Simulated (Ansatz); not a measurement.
Reaction (substitution at a C–C bond): `CC(C)NC(C)(C)C` + `[OH][InH2]` → `C[O][InH2]` + `CCNC(C)(C)C`

Computed with Ansatz on PBE0-D4/def2-TZVP structures; ΔE is electronic, products minus reactants. CCSD(T)/CBS is the MP2 limit (def2-TZVPP, def2-QZVPP) plus CCSD(T) − MP2 in def2-TZVPP, frozen cores. DFT in def2-TZVPP. HSE06 is defined as in plane-wave codes. def2 core potentials past Kr. For In outer-core shells are correlated without core-valence functions, which leaves a few kJ/mol of doubt a bond. Each species was taken in one conformer, which may not be the lowest.

`CC(C)NC(C)(C)C`:

Cartesian coordinates in Å:
```
C 0.477 -2.146 -0.007
C -0.703 -1.226 -0.323
C -1.505 -1.789 -1.485
N -0.389 0.155 -0.644
C 0.250 1.062 0.309
C 1.772 0.889 0.409
C -0.380 0.899 1.685
C -0.033 2.474 -0.202
H 0.134 -3.177 0.118
H 0.989 -1.859 0.912
H 1.208 -2.132 -0.822
H -1.360 -1.210 0.553
H -2.374 -1.162 -1.690
H -1.843 -2.806 -1.275
H -0.892 -1.827 -2.393
H 0.086 0.206 -1.537
H 2.207 1.657 1.054
H 2.231 0.989 -0.579
H 2.051 -0.083 0.813
H -1.466 1.000 1.625
H -0.002 1.671 2.359
H -0.147 -0.070 2.131
H -1.109 2.651 -0.245
H 0.371 2.605 -1.210
H 0.427 3.228 0.443
```

`[OH][InH2]`:

```xyz
5

O     0.420   -0.642    1.169
In   -0.178    0.478   -0.366
H     0.518   -1.570    0.948
H    -0.424   -0.381   -1.830
H    -0.335    2.116    0.080
```

`C[O][InH2]`:

Z-matrix (Å, degrees):
```
C
O 1 1.398
H 1 1.101 2 113.8
H 1 1.098 2 110.4 3 120.7
H 1 1.098 2 110.4 3 -120.7
In 2 1.987 1 123.8 3 0.4
H 6 1.713 2 112.1 1 -0.0
H 6 1.703 2 111.6 1 180.0
```

`CCNC(C)(C)C`:

```xyz
22

C     2.150   -0.326    1.476
C     1.741   -0.215    0.014
N     0.470   -0.837   -0.312
C    -0.725    0.003   -0.409
C    -0.627    0.862   -1.667
C    -1.906   -0.948   -0.550
C    -0.950    0.906    0.809
H     3.139    0.111    1.641
H     1.440    0.178    2.135
H     2.203   -1.376    1.780
H     1.706    0.837   -0.279
H     2.527   -0.667   -0.603
H     0.291   -1.611    0.315
H     0.209    1.563   -1.613
H    -0.483    0.227   -2.543
H    -1.539    1.449   -1.802
H    -2.009   -1.575    0.342
H    -1.766   -1.601   -1.413
H    -2.839   -0.395   -0.677
H    -0.118    1.601    0.949
H    -1.055    0.311    1.720
H    -1.859    1.502    0.688
```

Problem. Is it downhill or uphill in electronic energy at CCSD(T)/CBS, and by how much? (Best estimate.)

Solution. The calculation gave: Uphill: ΔE = +69.4 kJ/mol.

Problem. What do these levels give: BLYP-D4, ωB97M-V, r2SCANh, HSE06, HF/def2-SVP, MP2/def2-SVP, CCSD/def2-SVP, CCSD(T)/def2-SVP, SCS-MP2/def2-TZVPP, MP2/def2-QZVPP, MP2/CBS(def2), CCSD/CBS(def2)? (An estimate is asked.)

Solution. Computed: BLYP-D4 56.9, ωB97M-V 66.5, r2SCANh 63.0, HSE06 60.4, HF/def2-SVP 42.2, MP2/def2-SVP 66.6, CCSD/def2-SVP 57.6, CCSD(T)/def2-SVP 59.0, SCS-MP2/def2-TZVPP 67.6, MP2/def2-QZVPP 75.4, MP2/CBS(def2) 76.4, CCSD/CBS(def2) 67.8 kJ/mol.

Largest T1 diagnostic among the species: 0.017.

At CCSD(T), def2-SVP lies −10.4 kJ/mol from the extrapolated value and def2-TZVPP −1.9 kJ/mol. Leaving LDA and LC-ωPBE aside and taking each functional with its dispersion term where it has one, the values, not all of them listed here, spread over 10.6 kJ/mol, from BLYP-D4 to PBE-QIDH. LDA lies +8.9 kJ/mol from PBE without D4. In def2-TZVPP, CCSD(T) changes the Hartree–Fock value by +16.0 kJ/mol (the triples alone add +1.6 kJ/mol) and MP2 by +23.0 kJ/mol.
